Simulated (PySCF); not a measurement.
**Correlation energy of Mg (magnesium, neutral)**

[Ne] 3s1 4s1, high-spin 3S determinant (an excited configuration). Calculation: PySCF 2.14, in aug-cc-pCVTZ-DK (8s7p5d3f, 75 functions); scalar relativity by spin-free X2C-1e. Frozen: [Ne]; 2 electrons correlated.

Total MP2 correlation energy: -1.98 mhartree.

Same-spin part -1.98 and opposite-spin part 0.00 mhartree; SCS-MP2 scales them by 1/3 and 6/5 to -0.66 mhartree.
